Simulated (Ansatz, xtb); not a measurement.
Stretching the Be1–F2 bond in BeF2 (SMILES [F][Be][F]) (multiplicity 1 held, fragments rigid). Energies count from the point at 1.381 Å.
Geometry at that point (charge 0, multiplicity 1):
```xyz
3

Be     0.0000     0.0000     0.0000
F      0.0000     0.0000    -1.3812
F      0.0000     0.0000     1.3812
```

R- and RO- levels are restricted; in cc, def2 and unpolarised 6-31G sets they are followed outwards from rest. Unrestricted levels (U-) break spin symmetry where that is lower. Left out are points that failed, MP2 points that dive below the minimum, coupled-cluster points behind a jump of the amplitudes or a sharp parting from full CI or MRCI, small-basis points behind a change of solution, and semi-empirical points at long bonds. Levels need not reach the same state.

Correlated levels freeze the cores.

The values were computed with Ansatz (Gaussian orbitals); xtb for the GFN methods. Each number belongs to the level named beside it. The GFN methods have no spin term and hold the electronic entropy of 300 K.

Energies in kcal/mol.

| R (Å) | GFN2-xTB | R-SCS-MP2/aug-cc-pVDZ | U-SCS-MP2/aug-cc-pVDZ | U-CCSD/aug-cc-pVDZ | R-CCSD(T)/aug-cc-pVDZ |
|---|---|---|---|---|---|
| 1.105 | 53.7 | 67.0 | 67.0 | 66.2 | 66.7 |
| 1.243 | 8.2 | 15.3 | 15.3 | 14.9 | 15.2 |
| 1.381 | 0.0 | 0.0 | 0.0 | 0.0 | 0.0 |
| 1.519 | 6.0 | 2.5 | 2.5 | 2.9 | 2.6 |
| 1.657 | 17.0 | 13.5 | 13.5 | 14.3 | 13.7 |
| 1.865 | 35.3 | 35.6 | 35.6 | 37.1 | 36.0 |
| 2.072 | 52.3 | 58.6 | 58.6 | 60.6 | 59.0 |
| 2.417 | 75.7 | 92.7 | 113.7 | 95.6 | 92.9 |
| 2.762 | 93.2 | 120.3 | 148.5 | 123.2 | 119.1 |
| 3.177 | 107.7 | 145.6 | 158.2 | 145.3 | 138.7 |
| 3.729 | left out | 169.4 | 161.4 | 155.7 | 120.3 |
| 4.420 | left out | 186.9 | 162.1 | 157.5 | -149.8 |

Doubts at one or more of the structures used: a restricted determinant that unrestricted orbitals would lower (R-SCS-MP2/aug-cc-pVDZ, R-CCSD(T)/aug-cc-pVDZ); a spin-contaminated determinant (U-SCS-MP2/aug-cc-pVDZ, U-CCSD/aug-cc-pVDZ); T1 above 0.05 (U-CCSD/aug-cc-pVDZ, R-CCSD(T)/aug-cc-pVDZ); the program's own flag: other amplitudes (U-CCSD/aug-cc-pVDZ); other coupled-cluster roots lie near (R-CCSD(T)/aug-cc-pVDZ).

Ansatz is an electronic-structure program.
